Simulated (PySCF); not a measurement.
Br3W, neutral, multiplicity 4. Atoms are numbered in the order given.

```xyz
4

W      0.0000     0.0000     0.0000
Br    -2.4222     0.0000     0.0000
Br     1.2111     2.0976     0.0000
Br     1.2111    -2.0976     0.0000
```
Charge 0, spin multiplicity 4.

The structure is a stationary point at B3LYP-D3(BJ)/def2-SVP. The multiplicity is an assumed one; other spin states were not compared. The def2 effective core potentials stand for the cores of W; spin–orbit coupling is left out.

Level of theory: PBE/def2-TZVP (PySCF).

Isolated molecule, no solvent.

Computed frontier levels, dipole moment and polarisability:
```yaml
"α spin, highest occupied and lowest empty level": -5.24 and -4.05 eV
"β spin, highest occupied and lowest empty level": -7.77 and -3.53 eV
dipole_moment: 0.000 e·Å
quadrupole, principal values (traceless, Buckingham form, about the centre of nuclear charge): -0.10, 0.05, 0.05 D·Å
mean_static_polarisability: 108.3 bohr³ (16.05 Å³)
polarisability_principal_values: 72.7, 126.1, 126.1 bohr³
"⟨S²⟩": 3.769 (pure state 3.75)
```
